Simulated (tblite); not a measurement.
Record of a relaxation.

Compound: C5H11NOSi3.
Numbering: `[CH2:1]=[C:2]([CH3:3])[O:4][Si@@H:5]1[SiH2:6][CH2:7][Si@@H:8]1[C:9]#[N:10]` (hydrogens: H11, H12 on C1; H13, H14, H15 on C3; H16 on Si5; H17, H18 on Si6; H19, H20 on C7; H21 on Si8)

Computed with GFN2-xTB (tblite), gas phase: L-BFGS steps from a force-field or distance-geometry start until the largest atomic force falls under 0.01 eV/Å. 4 of its 237 geometries are shown.

Step 0: E = -772.0524 eV, largest atomic force 3.166 eV/Å
```
atom  x, y, z in Å  |  force x, y, z in eV/Å
C1      2.149   -1.937    0.003   -0.770  -1.001   0.275
C2      1.468   -0.963    0.605    0.488  -1.099  -0.339
C3      2.010    0.411    0.451    0.086   0.941   0.454
O4      0.351   -1.202    1.357   -1.166   0.380  -0.793
Si5    -1.213   -0.992    0.696    1.350  -2.359   1.624
Si6    -1.169   -0.607   -1.503    1.098  -2.082  -1.991
C7     -1.232    1.225   -1.197   -0.076   1.313  -0.834
Si8    -1.947    1.080    0.521   -1.804   1.303   0.865
C9     -1.185    2.212    1.712    0.797   2.066   1.535
N10    -0.702    2.942    2.471   -0.440  -0.906  -0.783
H11     1.828   -2.988    0.065    0.219   0.727  -0.077
H12     3.023   -1.722   -0.584   -0.009  -0.039   0.127
H13     3.087    0.361    0.706   -0.616   0.349  -0.065
H14     1.942    0.723   -0.615   -0.129   0.058   0.847
H15     1.485    1.103    1.156    0.507  -0.303  -0.808
H16    -2.199   -2.007    1.085    0.402  -0.117   0.392
H17     0.106   -1.077   -2.106   -0.298   0.244  -0.264
H18    -2.284   -1.170   -2.266   -0.002   0.218  -0.111
H19    -0.213    1.658   -1.128   -0.737   0.044  -0.518
H20    -1.896    1.748   -1.916    0.863   0.111   0.365
H21    -3.420    1.220    0.486    0.235   0.154   0.101
```

Step 79: E = -773.3063 eV, largest atomic force 0.056 eV/Å
```
atom  x, y, z in Å  |  force x, y, z in eV/Å
C1      2.564   -2.132    0.329    0.010  -0.015   0.009
C2      1.651   -1.247    0.700    0.019   0.000   0.025
C3      1.934    0.187    1.017   -0.008  -0.004   0.007
O4      0.359   -1.633    0.837    0.012   0.027  -0.020
Si5    -1.075   -1.077    0.303   -0.020   0.023   0.012
Si6    -1.333   -0.483   -1.949   -0.016   0.009  -0.030
C7     -1.895    1.273   -1.351   -0.027  -0.017   0.007
Si8    -1.797    1.156    0.579   -0.009  -0.006   0.055
C9     -0.671    2.536    1.159   -0.014  -0.041  -0.025
N10     0.068    3.346    1.496    0.020   0.007   0.018
H11     2.296   -3.152    0.117   -0.005   0.009  -0.012
H12     3.599   -1.864    0.240    0.010   0.008   0.012
H13     3.003    0.377    1.028   -0.028  -0.009  -0.022
H14     1.461    0.838    0.281    0.027  -0.001  -0.023
H15     1.517    0.441    1.991    0.007   0.003   0.008
H16    -1.873   -2.102    0.977   -0.020  -0.012   0.021
H17    -0.184   -0.399   -2.864    0.003   0.006   0.004
H18    -2.404   -1.156   -2.698    0.015   0.019  -0.002
H19    -1.266    2.067   -1.750    0.029   0.012  -0.013
H20    -2.902    1.518   -1.683   -0.017  -0.020  -0.027
H21    -3.061    1.524    1.240    0.011   0.003  -0.005
```

Step 157: E = -773.3271 eV, largest atomic force 0.024 eV/Å
```
atom  x, y, z in Å  |  force x, y, z in eV/Å
C1      2.579   -2.255    0.731    0.014  -0.004   0.003
C2      1.656   -1.304    0.716   -0.002   0.001  -0.001
C3      1.951    0.159    0.633   -0.005  -0.005   0.003
O4      0.349   -1.653    0.786   -0.004   0.002   0.001
Si5    -1.062   -1.067    0.228    0.008  -0.009  -0.005
Si6    -1.225   -0.254   -1.968    0.010   0.009   0.002
C7     -2.117    1.297   -1.230   -0.004   0.007  -0.005
Si8    -1.851    1.110    0.679    0.003   0.022  -0.009
C9     -0.617    2.433    1.160   -0.015  -0.017  -0.005
N10     0.191    3.199    1.440   -0.001   0.006   0.014
H11     2.305   -3.293    0.784   -0.005  -0.021   0.009
H12     3.625   -2.020    0.694    0.016   0.012   0.006
H13     3.022    0.332    0.642    0.005   0.000  -0.012
H14     1.529    0.575   -0.283    0.005   0.003   0.001
H15     1.501    0.685    1.474    0.002  -0.004  -0.001
H16    -1.887   -2.154    0.763   -0.001  -0.003   0.004
H17     0.025    0.141   -2.641   -0.012   0.001  -0.013
H18    -2.030   -0.934   -2.989   -0.014   0.000   0.003
H19    -1.752    2.241   -1.631    0.007  -0.002  -0.006
H20    -3.180    1.277   -1.469    0.007  -0.001   0.003
H21    -3.020    1.501    1.482   -0.013   0.003   0.009
```

Step 236: E = -773.3444 eV, largest atomic force 0.009 eV/Å
```
atom  x, y, z in Å  |  force x, y, z in eV/Å
C1      2.577   -2.111    1.203   -0.003   0.002  -0.004
C2      1.667   -1.284    0.703    0.004  -0.002  -0.004
C3      1.970    0.085    0.184   -0.001   0.003   0.002
O4      0.376   -1.686    0.651   -0.001   0.004   0.002
Si5    -1.043   -1.118    0.095   -0.004   0.001   0.007
Si6    -1.286   -0.158   -2.037    0.005   0.008  -0.001
C7     -2.022    1.406   -1.163    0.002   0.001   0.000
Si8    -1.869    0.999    0.724    0.002  -0.003   0.001
C9     -0.670    2.233    1.461   -0.001   0.000  -0.001
N10     0.126    2.935    1.898   -0.004  -0.002   0.000
H11     2.302   -3.084    1.566    0.003   0.004   0.001
H12     3.611   -1.830    1.263    0.000  -0.002   0.001
H13     3.039    0.272    0.218    0.004   0.001   0.000
H14     1.623    0.183   -0.845    0.001  -0.003   0.005
H15     1.463    0.838    0.786    0.000  -0.007  -0.005
H16    -1.830   -2.280    0.515   -0.001  -0.001  -0.004
H17    -0.127    0.200   -2.873   -0.005  -0.004   0.006
H18    -2.262   -0.760   -2.954   -0.002  -0.001  -0.003
H19    -1.502    2.323   -1.438    0.000   0.002  -0.006
H20    -3.060    1.571   -1.448    0.002  -0.002   0.000
H21    -3.091    1.284    1.490   -0.002   0.002   0.005
```

Task: Summarise the path.

Result: The energy falls by 124.66 kJ/mol from step 0 to step 236; nine tenths of that is first reached at step 40. It rises by more than 0.2 meV at steps 2 and 44. The largest force goes from 3.166 to 0.009 eV/Å. Among the bonds Si5–Si8 changes most, from 2.205 to 2.357 Å; the atoms move by 1.005 Å rms after alignment.

Task: Follow the three bonds and two angles with the largest change from start to end.

Result: 
| step | E above end (kJ/mol) | largest force (eV/Å) | Si5–Si8 (Å) | Si5–Si6 (Å) | O4–Si5 (Å) | O4–Si5–H16 (°) | C2–O4–Si5 (°) |
| --- | --- | --- | --- | --- | --- | --- | --- |
| 0 | 124.66 | 3.166 | 2.205 | 2.233 | 1.711 | 115.3 | 120.8 |
| 10 | 35.65 | 0.537 | 2.358 | 2.338 | 1.647 | 107.7 | 127.3 |
| 21 | 21.44 | 0.140 | 2.353 | 2.352 | 1.640 | 98.2 | 128.8 |
| 31 | 19.00 | 0.142 | 2.355 | 2.343 | 1.634 | 98.4 | 130.9 |
| 41 | 11.16 | 0.326 | 2.388 | 2.348 | 1.633 | 97.5 | 133.8 |
| 51 | 6.37 | 0.134 | 2.371 | 2.349 | 1.632 | 94.9 | 136.2 |
| 62 | 4.98 | 0.078 | 2.361 | 2.349 | 1.629 | 95.7 | 135.0 |
| 72 | 4.11 | 0.099 | 2.353 | 2.348 | 1.627 | 95.5 | 135.6 |
| 82 | 3.56 | 0.046 | 2.360 | 2.347 | 1.628 | 95.1 | 135.6 |
| 92 | 3.39 | 0.032 | 2.362 | 2.346 | 1.628 | 95.4 | 136.5 |
| 103 | 3.26 | 0.025 | 2.361 | 2.346 | 1.627 | 95.5 | 137.0 |
| 113 | 3.14 | 0.057 | 2.362 | 2.348 | 1.627 | 95.2 | 137.1 |
| 123 | 2.83 | 0.027 | 2.362 | 2.345 | 1.627 | 95.2 | 136.5 |
| 133 | 2.58 | 0.031 | 2.362 | 2.348 | 1.628 | 95.7 | 136.2 |
| 144 | 1.93 | 0.053 | 2.360 | 2.351 | 1.628 | 95.5 | 136.1 |
| 154 | 1.70 | 0.034 | 2.362 | 2.349 | 1.627 | 95.4 | 136.4 |
| 164 | 1.55 | 0.046 | 2.365 | 2.349 | 1.627 | 95.4 | 137.0 |
| 174 | 1.28 | 0.079 | 2.361 | 2.347 | 1.627 | 95.7 | 137.5 |
| 185 | 0.96 | 0.041 | 2.358 | 2.349 | 1.627 | 95.5 | 137.7 |
| 195 | 0.78 | 0.025 | 2.356 | 2.351 | 1.625 | 95.3 | 138.3 |
| 205 | 0.48 | 0.029 | 2.358 | 2.351 | 1.626 | 95.4 | 138.2 |
| 215 | 0.26 | 0.062 | 2.359 | 2.351 | 1.625 | 95.5 | 138.1 |
| 226 | 0.04 | 0.024 | 2.356 | 2.349 | 1.626 | 95.6 | 138.2 |
| 236 | 0.00 | 0.009 | 2.357 | 2.351 | 1.626 | 95.4 | 137.9 |

What follows is the cost of the whole relaxation. On one thread of an Arm Neoverse V1, shared host with 32 logical CPUs at a one-minute load of 26, this took 3.1 s.
